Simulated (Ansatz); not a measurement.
Reaction (formal exchange of groups at the Al–F bond): `[CH3][Al]([F])[BH]O` + SiH₄ → `[CH3][Al]([SiH3])[BH]O` + H–F

Gas-phase electronic energies from Ansatz, PBE0-D4/def2-TZVP geometries. CCSD(T)/CBS adds triple-zeta CCSD(T) − MP2 to the extrapolated MP2 energy (def2 sets, frozen cores). This one scheme is used for every species. DFT in def2-TZVPP. Each species was taken in one conformer, which may not be the lowest.

Question: Is it downhill or uphill in electronic energy at CCSD(T)/CBS, and by how much? (Best estimate.)

Answer: Ansatz gave: Uphill: ΔE = +191.6 kJ/mol.

Question: What do these levels give: PBE-D4, revPBE-D4, CAM-B3LYP-D4, ωB97M-V, PBE-QIDH, r2SCAN, r2SCAN0, BHLYP, HF/def2-QZVPP, SCS-MP2/def2-QZVPP, HF/CBS(def2), CCSD/CBS(def2)? (Estimate.)

Answer: Computed: PBE-D4 171.6, revPBE-D4 171.3, CAM-B3LYP-D4 208.0, ωB97M-V 200.2, PBE-QIDH 188.7, r2SCAN 193.9, r2SCAN0 193.6, BHLYP 214.1, HF/def2-QZVPP 226.1, SCS-MP2/def2-QZVPP 206.9, HF/CBS(def2) 226.5, CCSD/CBS(def2) 196.4 kJ/mol.

Largest T1 diagnostic among the species: 0.014.

At CCSD(T), def2-SVP lies +16.5 kJ/mol from the extrapolated value and def2-TZVPP +0.3 kJ/mol. Leaving LDA and LC-ωPBE aside and taking each functional with its dispersion term where it has one, the values spread over 36.7 kJ/mol, from revPBE-D4 to CAM-B3LYP-D4. LDA lies −5.3 kJ/mol from PBE without D4.
